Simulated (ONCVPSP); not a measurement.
## u(r) = r·R(r): atom against pseudo-atom (technetium (Tc))

Columns: radius, all-electron u(r) and pseudo u(r) of the 4p shell (level -42.39 eV) of technetium in the configuration [Ar] 3d10 4s2 4p6 4d6 5s1; revPBE, scalar-relativistic, ONCV scheme, ONCVPSP 4.0.1.

| r (bohr) | all-electron | pseudo |
| --- | --- | --- |
| 0.103 | 0.2969 | 0.0281 |
| 0.205 | -0.2967 | 0.1078 |
| 0.308 | -0.5509 | 0.2306 |
| 0.410 | -0.3550 | 0.3793 |
| 0.513 | 0.0311 | 0.5395 |
| 0.615 | 0.4131 | 0.6909 |
| 0.718 | 0.7153 | 0.8216 |
| 0.820 | 0.9124 | 0.9182 |
| 0.923 | 1.0175 | 0.9775 |
| 1.025 | 1.0474 | 0.9974 |
| 1.128 | 1.0244 | 0.9820 |
| 1.230 | 0.9675 | 0.9383 |
| 1.332 | 0.8911 | 0.8740 |
| 1.435 | 0.8047 | 0.7964 |
| 1.538 | 0.7163 | 0.7131 |
| 1.640 | 0.6315 | 0.6306 |
| 1.743 | 0.5513 | 0.5511 |
| 1.845 | 0.4787 | 0.4786 |
| 1.948 | 0.4128 | 0.4127 |
| 2.050 | 0.3550 | 0.3549 |
| 2.153 | 0.3037 | 0.3037 |
| 2.255 | 0.2595 | 0.2595 |
| 2.358 | 0.2208 | 0.2208 |
| 2.460 | 0.1879 | 0.1878 |
| 2.562 | 0.1595 | 0.1595 |
| 2.665 | 0.1350 | 0.1350 |

(1) How many radial nodes do the two functions have?

(2) At about which radius was the pseudo-wave matched?

(3) Where does each function peak?

(4) Is the pseudo-wave norm-conserving?

## Answers

(1) The all-electron 4p function has n − l − 1 = 2; the pseudo-wave has 0, since the states of the same l below it are removed with the core.

(2) 1.95 bohr. The columns agree to 0.0005 from 1.74 bohr on; several derivatives are matched, so the curves merge somewhat inside the radius.

(3) Outermost all-electron maximum near 1.02 bohr, pseudo maximum near 1.02 bohr (to the table’s step).

(4) Yes: the ONCV scheme keeps the norm inside the radius equal to the all-electron one, which fixes the energy derivative of the logarithmic derivative at the level.
